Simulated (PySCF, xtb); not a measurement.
C₄H₅ClSi, SMILES ClC1=C[SiH2]C=C1. Atoms are numbered in the order given.

```xyz
11

Cl     0.1193    -2.3493     0.0000
C      0.0597    -0.6045     0.0000
C      1.1454     0.1959     0.0000
Si     0.4874     1.9538     0.0000
C     -1.3053     1.3765     0.0000
C     -1.2883     0.0275     0.0000
H      2.1626    -0.1952     0.0000
H      0.8641     2.7389    -1.2110
H      0.8641     2.7389     1.2110
H     -2.2368     1.9458     0.0000
H     -2.1734    -0.6154     0.0000
```

Coordinates come from a B3LYP-D3(BJ)/def2-SVP optimisation.

The numbers are results of IEF-PCM-ωB97X/def2-SVP (PySCF), not measurements.

The values are the electrostatic part of the solvation free energy, E(continuum) − E(gas) at the gas-phase geometry, in a cavity of scaled van der Waals radii (PySCF's table); cavitation and dispersion terms are not included. In vacuum the orbital gap is 9.60 eV. The dipole moment in vacuum is 1.26 D.

| solvent | ε | ΔG(elec) (kcal/mol) | dipole (D) | gap (eV) |
|---|---|---|---|---|
| water | 78.36 | -1.9 | 1.66 | 9.64 |
| benzene | 2.27 | (withheld) | (withheld) | (withheld) |
| chlorobenzene | 5.70 | -1.4 | 1.56 | 9.63 |

### Question
Some entries are withheld; supply them. (Estimate from the structure and the level; the computed values follow.)

### Answer

- benzene, ΔG(elec) (kcal/mol): -0.8
- benzene, dipole (D): 1.44
- benzene, gap (eV): 9.62

For comparison, GFN2-xTB/ALPB(water) (xtb, at the GFN2-xTB geometry, all terms of that model) gives -1.2 kcal/mol.
